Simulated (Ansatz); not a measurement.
Breaking the C4–H6 bond in C2H5Al (SMILES C=[CH][AlH2]) (multiplicity 1 held, fragments rigid). Energies count from the point at 1.089 Å.
Geometry at that point (charge 0, multiplicity 1):
```csv
atom,x (Å),y (Å),z (Å)
Al,-0.1364,0.1629,1.1626
H,-0.8151,1.5910,1.2176
H,0.1783,-0.6444,2.4857
C,0.2915,-0.5524,-0.5896
C,0.0180,0.1449,-1.6988
H,0.7594,-1.5259,-0.7301
H,0.2417,-0.2199,-2.6984
H,-0.4483,1.1257,-1.6579
```

R- and RO- levels are restricted; in cc, def2 and unpolarised 6-31G sets they are followed outwards from rest. Unrestricted levels (U-) break spin symmetry where that is lower. Active spaces are followed from a long bond inwards. Levels need not reach the same state.

Cores are frozen in the correlated methods.

Programs: Ansatz (Gaussian orbitals). Each number belongs to the level named beside it.

```
level                                    energy at R = 3.485 Å (kJ/mol)
---------------------------------------  ------------------------------
R-HF/cc-pV(T+d)Z                                                  744.6
U-HF/cc-pV(T+d)Z                                                  352.3
U-r2SCAN/cc-pV(T+d)Z                                              439.6
U-wB97X-V/cc-pV(T+d)Z                                             461.6
R-MP2/cc-pV(T+d)Z                                            (withheld)
U-MP2/cc-pV(T+d)Z                                            (withheld)
U-CCSD(T)/cc-pV(T+d)Z                                             459.3
SC-NEVPT2 on CASSCF(2,2)/cc-pV(T+d)Z                              449.8
FIC-MRCISD+Q on CASSCF(2,2)/cc-pV(T+d)Z                           455.5
```

Task: Complete the blanks.

Result: 
- R-MP2/cc-pV(T+d)Z, energy at R = 3.485 Å (kJ/mol): 615.1
- U-MP2/cc-pV(T+d)Z, energy at R = 3.485 Å (kJ/mol): 484.7

Doubts at one or more of the structures used: a restricted determinant that unrestricted orbitals would lower (R-HF/cc-pV(T+d)Z, R-MP2/cc-pV(T+d)Z); a spin-contaminated determinant (U-HF/cc-pV(T+d)Z, U-r2SCAN/cc-pV(T+d)Z, U-wB97X-V/cc-pV(T+d)Z, U-MP2/cc-pV(T+d)Z, U-CCSD(T)/cc-pV(T+d)Z).

Ansatz is an electronic-structure program.
